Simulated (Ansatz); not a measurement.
Ansatz (a first-principles code) input:

Ansatz 0.2 input:
```yaml
crystal:
  periodic: [false, false, false]
  atoms:
    - {symbol: Mo, position_ang: [-0.00000000, -0.00000000, -0.26259173]}
    - {symbol: O, position_ang: [0.00000000, 0.00000000, 1.37860660]}
basis:
  gaussian:
    orbitals: def2-TZVP
hamiltonian:
  xc: b3lyp
  dispersion: d3bj
magnetization: {spin_polarized: true, initial_magnetization: 2}
phonons: {temperatures: {t_min: 298.15, t_max: 298.15, t_step: 100}}
```

### Question
Which total energy does the run end on?

### Answer
-143.41220 Eh (B3LYP-D3(BJ)/def2-TZVP). The basis has 71 functions.

The spin state was set by rule; other spins were not relaxed.
